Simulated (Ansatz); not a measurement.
BClH6OSi2, SMILES `[SiH3][SiH2]OBCl`. Total charge 0; spin multiplicity 1.

```xyz
11

Si   -0.0018   -1.5303    0.8710
Si   -1.1273    0.0065   -0.4977
O    -0.1911    1.3424   -0.8503
B     1.0505    1.6902   -0.5021
Cl    1.7130    3.2090   -1.0830
H    -0.9213   -2.6742    1.1188
H     1.2277   -2.0335    0.2040
H     0.3642   -0.9130    2.1729
H    -2.3582    0.5063    0.1654
H    -1.4998   -0.6120   -1.7952
H     1.7441    1.0086    0.1962
```

Problem. Give the diagnostics of a CCSD(T)/def2-TZVPP run (frozen core, Ansatz). (Best estimate.)

Solution. The calculation gave: T1 = 0.0131, largest single amplitude 0.030, largest double 0.025, (T) share of the correlation energy 3.7 %, 9 CCSD cycles. The RHF solution is stable towards an unrestricted one. T1 lies under the customary mark of 0.02 for closed shells.
